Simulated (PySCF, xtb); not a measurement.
BH4O4, charge -1. Atoms are numbered in the order given.

```xyz
9

O      1.1256    -0.5349    -0.7970
B      0.0000     0.0000     0.0000
O     -0.5349    -1.1256     0.7970
O      0.5349     1.1256     0.7970
O     -1.1256     0.5349    -0.7970
H      0.8877    -1.4330    -1.0322
H     -1.4330    -0.8877     1.0322
H      1.4330     0.8877     1.0322
H     -0.8877     1.4330    -1.0322
```
Charge -1, spin multiplicity 1.

Geometry optimised at PBE0-D3(BJ)/def2-SVPD. One conformer was computed; it need not be the lowest.

Computed with C-PCM-PBE0/def2-SVPD in PySCF.

The values are the electrostatic part of the solvation free energy, E(continuum) − E(gas) at the gas-phase geometry, in a cavity of scaled van der Waals radii (PySCF's table); cavitation and dispersion terms are not included. In vacuum the orbital gap is 6.48 eV.

```tsv
solvent	ε	ΔG(elec) (kcal/mol)	gap (eV)
water	78.36	___	___
toluene	2.37	-38.2	7.09
benzene	2.27	-37.0	7.07
```

Q: Some entries are withheld; supply them. (The exact figures need the calculation; the answer reports its results.)

A: 
- water, ΔG(elec) (kcal/mol): -65.7
- water, gap (eV): 7.50

For comparison, GFN2-xTB/ALPB(water) (xtb, at the GFN2-xTB geometry, all terms of that model) gives -71.7 kcal/mol.
